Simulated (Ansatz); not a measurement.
Total energies of the cluster Ag₂Pd₂⁻ (the lowest doublet isomer of a short search) from Ansatz at PBE0-D4/def2-TZVPD, gas phase (1 Eh = 27.2114 eV = 2625.5 kJ/mol). The reference geometry is relaxed at r2SCAN-D4/def2-SVPD.

```xyz
4

Pd   -0.314    0.188    1.203
Pd    0.313   -0.187   -1.203
Ag    1.135    2.071    0.148
Ag   -1.134   -2.072   -0.148
```

```json
{"state": "charge -1 doublet", "geometry": "reference", "energy (Eh)": "-549.87600"}
{"state": "charge 0 triplet", "geometry": "reference", "energy (Eh)": "-549.80549"}
{"state": "charge -1 quartet", "geometry": "relaxed at r2SCAN-D4/def2-SVPD", "energy (Eh)": "-549.84516"}
```

In the def2 sets Ag, Pd take a core potential; there is no spin–orbit coupling.

Question: Work out the vertical ionisation energy to the triplet.

Answer: E(charge 0 triplet) − E(charge -1 doublet) = -549.80549 − (-549.87600) = 0.07051 Eh = 1.92 eV. For comparison, −ε of the highest occupied level of the spin that leaves is 0.52 eV at this level, 1.40 eV less.

Question: Which of the charge -1 states is lowest, and how far above it are the others?

Answer: The doublet. quartet: -549.84516 − (-549.87600) = 0.03084 Eh = 81.0 kJ/mol.

At PBE0-D4/def2-TZVPD the highest occupied level of the charge -1 quartet lies above zero (up to 0.27 eV). It is a level of α spin, whose loss leaves a triplet; that state wasn't run at this geometry and level. The electron is either unbound and held by the finite basis, or the level is raised by self-interaction error. 

The structure comes from a short search, and lower isomers may exist.
